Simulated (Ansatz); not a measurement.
Frontier orbitals of GeH3NS (`[NH2][Ge][SH]`).

Cartesian coordinates in Å:
```
N -1.013 0.700 -0.218
Ge 0.067 -0.584 -0.916
S 1.445 -0.678 0.867
H -0.918 1.143 0.683
H -1.803 1.045 -0.737
H 2.221 -1.627 0.321
```

The species carries charge 0 and has multiplicity 1. Correlated methods include outer-core shells of Ge, which these sets cover unevenly. Scalar relativity is left out up to krypton. The geometry is a stationary point of PBE0-D4/def2-TZVP. It is one conformer, not always the lowest. Basis def2-TZVPP, Ansatz 0.2.0.

| functional | HOMO (eV) | LUMO (eV) | gap (eV) |
| --- | --- | --- | --- |
| LDA (SPW92) | -6.05 | -2.41 | 3.64 |
| PBE | -5.90 | -2.21 | 3.69 |
| BLYP | -5.76 | -2.09 | 3.67 |
| PBE0 | -6.94 | -1.48 | 5.46 |
| CAM-B3LYP | -8.18 | -0.46 | 7.72 |
| ωB97M-V | -9.00 | 0.44 | 9.44 |

Task: What is the vertical ionisation energy at frozen-core CCSD(T)/def2-TZVPP? (An estimate is asked.)

Result: The calculation gave: 9.09 eV (T1 of the cation 0.019).

Against PBE, PBE0 changes HOMO and LUMO by −1.04 and +0.72 eV, ωB97M-V by −3.11 and +2.65 eV. A gap of 3.69 eV thus becomes 9.44 eV for the same molecule, so an orbital gap means little without its functional. A positive LUMO is unbound and depends on the basis. −ε(HOMO) differs from that ionisation energy by −3.19 eV with PBE and −0.09 eV with ωB97M-V.
